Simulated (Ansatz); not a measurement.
Consider the silylene loss: `[BH2][GeH]([CH3])[SiH3]` → `[BH2][GeH2][CH3]` + `[SiH2]`.

Gas-phase electronic energies from Ansatz, PBE0-D4/def2-TZVP geometries. CCSD(T)/CBS is the MP2 limit (def2-TZVPP, def2-QZVPP) plus CCSD(T) − MP2 in def2-TZVPP, frozen cores. This one scheme is used for every species. DFT in def2-TZVPP. For Ge outer-core shells are correlated without core-valence functions, which leaves a few kJ/mol of doubt a bond. Scalar relativity is left out up to krypton.

CCSD(T)/CBS gives +260.5 kJ/mol.

Q: Another level gave +274.2 kJ/mol. Which?
A. LC-ωPBE/def2-TZVPP
B. revPBE-D4/def2-TZVPP
C. RPA@PBE/def2-TZVPP
D. LDA (SPW92)/def2-TZVPP

A: A. LC-ωPBE 274.2, RPA@PBE/def2-TZVPP 234.1, revPBE-D4 267.2, LDA (SPW92) 296.5 kJ/mol.

Largest T1 diagnostic among the species: 0.014.

In def2-TZVPP, CCSD(T) changes the Hartree–Fock value by +26.1 kJ/mol (the triples alone add +6.5 kJ/mol) and MP2 by +44.9 kJ/mol. From BLYP to BHLYP (50 % exact exchange), in def2-TZVPP and without D4, ΔE moves by +16.3 kJ/mol. At CCSD(T), def2-SVP lies −19.1 kJ/mol from the extrapolated value and def2-TZVPP −7.2 kJ/mol.

CCSD(T)/CBS has its own doubt, a few kJ/mol and more with outer-core shells, so smaller differences from it don't rank the levels.
